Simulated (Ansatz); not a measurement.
System: C5H11O, net charge 0, doublet state. It need not be the lowest isomer of its formula. 
Geometry from a B3LYP-D3(BJ)/def2-TZVP (Ansatz, a program for electronic structure) optimisation:
SMILES: CCC[C@@H](O)[CH2]
```xyz
17

C     -2.6721    -0.6243    -0.3515
C     -1.4561     0.0546     0.2723
C     -0.1870    -0.1534    -0.5516
C      1.0518     0.5132     0.0592
C      2.2558     0.3732    -0.7955
O      1.2539    -0.0978     1.3422
H     -2.5196    -1.7031    -0.4338
H     -3.5695    -0.4610     0.2481
H     -2.8686    -0.2414    -1.3563
H     -1.2916    -0.3264     1.2813
H     -1.6453     1.1286     0.3728
H     -0.3294     0.2458    -1.5600
H      0.0225    -1.2221    -0.6574
H      0.8251     1.5811     0.1956
H      2.5144     1.1286    -1.5246
H      2.7944    -0.5658    -0.8024
H      2.0817     0.2385     1.7025
```
Charge 0, spin multiplicity 2.

Total electronic energies in hartree. Valence correlation only, unless marked. Open shells are spin-unrestricted. Spin-orbit coupling is left out. No relativistic terms. Basis-set limits of correlation are two-point, X^-3; Hartree-Fock from the larger set. The bracket is a focal-point correction in the basis named.

```csv
level,program,energy (Eh)
HF/cc-pVQZ,Ansatz,-270.67525
BLYP-D3(BJ)/def2-TZVPD,Ansatz + dftd3,-272.31030
PBE0/def2-SVP,Ansatz,-271.79096
PBE0-D4/def2-TZVP,Ansatz + dftd4,-272.10130
PBE0/def2-TZVP,Ansatz,-272.09159
PBE0/def2-QZVPP,Ansatz,-272.11183
BHLYP-D4/def2-TZVPD,Ansatz + dftd4,-272.26616
r2SCANh-D4/def2-TZVPD,Ansatz + dftd4,-272.25085
MP2/cc-pVTZ,Ansatz,-271.74402
MP2/cc-pwCVTZ,Ansatz,-271.76076
SCS-MP2/6-31G*,Ansatz,-271.35036
SCS-MP2/cc-pVTZ,Ansatz,-271.74431
CCSD/STO-3G,Ansatz,-267.59311
"RI-MP2/CBS(cc-pVTZ,cc-pVQZ)+[CCSD(T)-MP2]/cc-pVDZ",Ansatz,-271.9891
"RI-MP2/CBS(cc-pVTZ,cc-pVQZ)+[CCSD(T)-MP2]/cc-pVTZ",Ansatz,-271.9906
```

Totals of different functionals don't rank their quality; only differences between species are comparable.
